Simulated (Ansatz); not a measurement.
Input for Ansatz (a quantum-chemistry and plane-wave program): U-B2PLYP/def2-TZVPP on F (SMILES [F]).

Ansatz 0.2 input:
```yaml
crystal:
  periodic: [false, false, false]
  atoms:
    - {symbol: F, position_ang: [0.00000000, 0.00000000, 0.00000000]}
basis:
  gaussian:
    orbitals: def2-TZVPP
hamiltonian:
  xc: {name: B2PLYP}
magnetization: {spin_polarized: true, initial_magnetization: 1}
correlation: {electrons: outside_noble_gas}
```

The log:

```
WARN ansatz: RAYON_NUM_THREADS=4 ignored (pool sized by the plan → 4); use --threads N
Functional definition: B2PLYP
integrals: 0.00 GiB planned
205 factors; integrals over basis functions are off by at most 1.8e-4 eV
mean field: 0.07 GiB planned
mean field evaluation 1: about -2711.7007 eV, gradient 7.0e0 eV
mean field evaluation 2: about -2711.7010 eV, gradient 7.0e0 eV
mean field evaluation 4: about -2711.8063 eV, gradient 2.0e-1 eV
mean field evaluation 8: about -2711.8066 eV, gradient 2.1e-3 eV
mean field -2711.80658714 eV, -99.6570539489 hartree, gradient 9.4e-7 eV, S^2 0.752226; 0 other end points of the search recorded, 0 dependent functions left out
1 core orbitals not correlated
reference -2711.80663557 eV, -99.6570557288 hartree; 4, 3 occupied and 26, 27 virtual orbitals, 205 factors
second order -6.19973553 eV of doubles, -0.00000000 eV of singles
Total energy: -2713.48056417 eV, -99.7185714700 hartree
```

The run converged.

Cost: roughly 0.6 core-seconds.
